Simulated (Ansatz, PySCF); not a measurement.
sulfur tetrafluoride (F4S), SMILES FS(F)(F)F. Atoms are numbered in the order given.

```xyz
5

F      1.2335     0.0000     0.6222
S      0.0000     0.0000    -0.3903
F      0.0000    -1.6679    -0.2753
F      0.0000     1.6679    -0.2753
F     -1.2335     0.0000     0.6222
```

The structure is a stationary point at TPSSh-D3(BJ)/def2-SVP.

Vertical ionisation energy (IE) and electron affinity (EA) in eV. Rows of orbital energies are one-electron estimates. Where ΔSCF, EOM or ADC give a negative EA the extra electron is unbound and the value depends on the basis.

```csv
level,IE,EA
"−ε(HOMO), −ε(LUMO), r2SCAN/def2-TZVP (PySCF)",8.78,3.31
"−ε(HOMO), −ε(LUMO), PBE/def2-TZVP (PySCF)",8.41,3.39
"ΔSCF, CAM-B3LYP/def2-SVPD (Ansatz), final states of multiplicity 2 and 2",13.19,0.40
"ΔSCF, PBE/def2-SVPD (Ansatz), final states of multiplicity 2 and 2",…,…
```

Fill in the missing entries. (An estimate is asked for; the answer gives what the named calculation found.)


- ΔSCF, PBE/def2-SVPD (Ansatz, a quantum-chemistry and plane-wave program), final states of multiplicity 2 and 2, IE: 12.58
- ΔSCF, PBE/def2-SVPD (Ansatz), final states of multiplicity 2 and 2, EA: 0.17

What vertical singlet–triplet gap does ΔSCF give with CAM-B3LYP/def2-SVPD (Ansatz) and with PBE/def2-SVPD (Ansatz)? (An estimate is asked for; the answer gives what the named calculation found.)

4.80 and 4.65 eV (triplet above singlet where positive).
